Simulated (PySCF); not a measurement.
**Spinor energies of Bi²⁺ (bismuth, charge +2)**

Start: [Xe] 4f14 5d10 6s2 6p1; 6p1/2 filled at m_j = +1/2. Calculated with PySCF 2.14 in x2c-QZVPPall-2c (16s16p12d7f1g, 182 functions): generalised Hartree-Fock with the X2C-1e Hamiltonian and a Gaussian nucleus; one run each with spin-orbit coupling (SO) switched off, then screened by Boettger's factors.

```json
{"spinor shell": "1s1/2", "electrons": "2", "ε, spin-free (eV)": "-91070.3", "ε, screened SO (eV)": "-91028.3", "weight of nominal j (screened SO)": "1.000", "rms radius, screened SO (bohr)": "0.0178"}
{"spinor shell": "2s1/2", "electrons": "2", "ε, spin-free (eV)": "-16539.1", "ε, screened SO (eV)": "-16525.5", "weight of nominal j (screened SO)": "1.000", "rms radius, screened SO (bohr)": "0.0718"}
{"spinor shell": "2p1/2", "electrons": "2", "ε, spin-free (eV)": "-14172.3", "ε, screened SO (eV)": "-15854.7", "weight of nominal j (screened SO)": "1.000", "rms radius, screened SO (bohr)": "0.0606"}
{"spinor shell": "2p3/2", "electrons": "4", "ε, spin-free (eV)": "-14172.3", "ε, screened SO (eV)": "-13529.4", "weight of nominal j (screened SO)": "1.000", "rms radius, screened SO (bohr)": "0.0691"}
{"spinor shell": "3s1/2", "electrons": "2", "ε, spin-free (eV)": "-4080.1", "ε, screened SO (eV)": "-4075.4", "weight of nominal j (screened SO)": "1.000", "rms radius, screened SO (bohr)": "0.183"}
{"spinor shell": "3p1/2", "electrons": "2", "ε, spin-free (eV)": "-3393.7", "ε, screened SO (eV)": "-3773.2", "weight of nominal j (screened SO)": "1.000", "rms radius, screened SO (bohr)": "0.175"}
{"spinor shell": "3p3/2", "electrons": "4", "ε, spin-free (eV)": "-3393.7", "ε, screened SO (eV)": "-3245.1", "weight of nominal j (screened SO)": "1.000", "rms radius, screened SO (bohr)": "0.192"}
{"spinor shell": "3d3/2", "electrons": "4", "ε, spin-free (eV)": "-2690.3", "ε, screened SO (eV)": "-2755.2", "weight of nominal j (screened SO)": "1.000", "rms radius, screened SO (bohr)": "0.168"}
{"spinor shell": "3d5/2", "electrons": "6", "ε, spin-free (eV)": "-2690.3", "ε, screened SO (eV)": "-2643.4", "weight of nominal j (screened SO)": "1.000", "rms radius, screened SO (bohr)": "0.172"}
{"spinor shell": "4s1/2", "electrons": "2", "ε, spin-free (eV)": "-990.29", "ε, screened SO (eV)": "-988.50", "weight of nominal j (screened SO)": "1.000", "rms radius, screened SO (bohr)": "0.400"}
{"spinor shell": "4p1/2", "electrons": "2", "ε, spin-free (eV)": "-761.53", "ε, screened SO (eV)": "-855.88", "weight of nominal j (screened SO)": "1.000", "rms radius, screened SO (bohr)": "0.403"}
{"spinor shell": "4p3/2", "electrons": "4", "ε, spin-free (eV)": "-761.53", "ε, screened SO (eV)": "-723.82", "weight of nominal j (screened SO)": "1.000", "rms radius, screened SO (bohr)": "0.438"}
{"spinor shell": "4d3/2", "electrons": "4", "ε, spin-free (eV)": "-493.69", "ε, screened SO (eV)": "-507.91", "weight of nominal j (screened SO)": "1.000", "rms radius, screened SO (bohr)": "0.446"}
{"spinor shell": "4f5/2", "electrons": "6", "ε, spin-free (eV)": "-197.47", "ε, screened SO (eV)": "-199.72", "weight of nominal j (screened SO)": "1.000", "rms radius, screened SO (bohr)": "0.477"}
{"spinor shell": "5s1/2", "electrons": "2", "ε, spin-free (eV)": "-199.59", "ε, screened SO (eV)": "-198.81", "weight of nominal j (screened SO)": "1.000", "rms radius, screened SO (bohr)": "0.890"}
{"spinor shell": "4f7/2", "electrons": "8", "ε, spin-free (eV)": "-197.47", "ε, screened SO (eV)": "-193.96", "weight of nominal j (screened SO)": "1.000", "rms radius, screened SO (bohr)": "0.482"}
{"spinor shell": "5p1/2", "electrons": "2", "ε, spin-free (eV)": "-132.78", "ε, screened SO (eV)": "-150.71", "weight of nominal j (screened SO)": "1.000", "rms radius, screened SO (bohr)": "0.951"}
{"spinor shell": "5p3/2", "electrons": "4", "ε, spin-free (eV)": "-132.78", "ε, screened SO (eV)": "-125.07", "weight of nominal j (screened SO)": "1.000", "rms radius, screened SO (bohr)": "1.04"}
{"spinor shell": "5d3/2", "electrons": "4", "ε, spin-free (eV)": "-53.451", "ε, screened SO (eV)": "-54.956", "weight of nominal j (screened SO)": "1.000", "rms radius, screened SO (bohr)": "1.28"}
{"spinor shell": "5d5/2", "electrons": "6", "ε, spin-free (eV)": "-53.451", "ε, screened SO (eV)": "-51.518", "weight of nominal j (screened SO)": "1.000", "rms radius, screened SO (bohr)": "1.32"}
{"spinor shell": "6s1/2", "electrons": "2", "ε, spin-free (eV)": "-34.162", "ε, screened SO (eV)": "-33.911", "weight of nominal j (screened SO)": "0.998", "rms radius, screened SO (bohr)": "2.25"}
{"spinor shell": "6p1/2", "electrons": "1", "ε, spin-free (eV)": "-23.323", "ε, screened SO (eV)": "-25.272", "weight of nominal j (screened SO)": "1.000", "rms radius, screened SO (bohr)": "2.63"}
```

Task: Where does 4d5/2 lie, and what is the 4d spin-orbit splitting (screened SO)?

Result: At -482.56 eV, 25.345 eV above 4d3/2.

| quantity | spin-free | screened SO |
| --- | --- | --- |
| E (hartree) | -21513.21071 | -21554.65278 |
| M_J | 1/2 | 1/2 |
| ⟨J²⟩ | 1.425 | 0.758 |
| ⟨L²⟩ | 2.023 | 2.222 |
| ⟨S²⟩ | 0.758 | 0.958 |

Each row is a mean over spinors that exchange with the open shell spreads, by up to 0.731 eV (6s1/2).

Breit and QED terms are absent; they matter most for the inner s and p1/2 levels.

Densities and radii are taken from the X2C orbitals without a picture-change correction, which distorts them close to the nucleus.

Without spin-orbit coupling the j labels of p, d and f shells carry no meaning; the spin-free column gives the mean over the occupied spinors of each nl shell, and its ⟨J²⟩ belongs to a mixture of degenerate components.
